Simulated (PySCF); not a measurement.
Hg (mercury, neutral) across methods

[Xe] 4f14 5d10 6s2, closed-shell 1S. All numbers are calculated (PySCF 2.14, scalar relativity through the core potential, in aug-cc-pwCVDZ-PP with ECP60MDF (6s6p5d3f, 70 functions)). The B2PLYP total includes its PT2 part (frozen core); its orbital energies are those of the SCF part.

```json
{"method": "B2PLYP", "E (hartree)": "-153.3052", "mean ε 5p (eV)": "-75.303", "mean ε 5d (eV)": "-13.429", "mean ε 6s (eV)": "-8.104", "Σ⟨r²⟩ (bohr²)": "53.64", "⟨S²⟩": "0.000"}
{"method": "r2SCANh", "E (hartree)": "-153.5468", "mean ε 5p (eV)": "-70.118", "mean ε 5d (eV)": "-10.966", "mean ε 6s (eV)": "-7.307", "Σ⟨r²⟩ (bohr²)": "52.85", "⟨S²⟩": "0.000"}
{"method": "r2SCAN", "E (hartree)": "-153.5704", "mean ε 5p (eV)": "-68.716", "mean ε 5d (eV)": "-10.277", "mean ε 6s (eV)": "-7.005", "Σ⟨r²⟩ (bohr²)": "52.84", "⟨S²⟩": "0.000"}
{"method": "PBE", "E (hartree)": "-153.5421", "mean ε 5p (eV)": "-66.759", "mean ε 5d (eV)": "-9.893", "mean ε 6s (eV)": "-6.790", "Σ⟨r²⟩ (bohr²)": "53.33", "⟨S²⟩": "0.000"}
{"method": "UHF", "E (hartree)": "-152.53993", "mean ε 5p (eV)": "-82.561", "mean ε 5d (eV)": "-16.398", "mean ε 6s (eV)": "-8.889", "Σ⟨r²⟩ (bohr²)": "54.14", "⟨S²⟩": "0.000"}
{"method": "BLYP", "E (hartree)": "-153.4927", "mean ε 5p (eV)": "-66.735", "mean ε 5d (eV)": "-9.755", "mean ε 6s (eV)": "-6.737", "Σ⟨r²⟩ (bohr²)": "53.61", "⟨S²⟩": "0.000"}
{"method": "LDA", "E (hartree)": "-153.2877", "mean ε 5p (eV)": "-66.738", "mean ε 5d (eV)": "-10.050", "mean ε 6s (eV)": "-7.124", "Σ⟨r²⟩ (bohr²)": "53.27", "⟨S²⟩": "0.000"}
{"method": "PBE0", "E (hartree)": "-153.5002", "mean ε 5p (eV)": "-70.902", "mean ε 5d (eV)": "-11.717", "mean ε 6s (eV)": "-7.537", "Σ⟨r²⟩ (bohr²)": "53.18", "⟨S²⟩": "0.000"}
```

Question: Estimate the same row for HSE06.

Answer: E (hartree) = -153.4986; mean ε 5p (eV) = -70.503; mean ε 5d (eV) = -11.305; mean ε 6s (eV) = -7.176; Σ⟨r²⟩ (bohr²) = 53.22; ⟨S²⟩ = 0.000.

Energies and moments cover only the electrons outside the core potential. Spin-orbit coupling, which splits the p, d and f shells strongly at this Z, is absent.
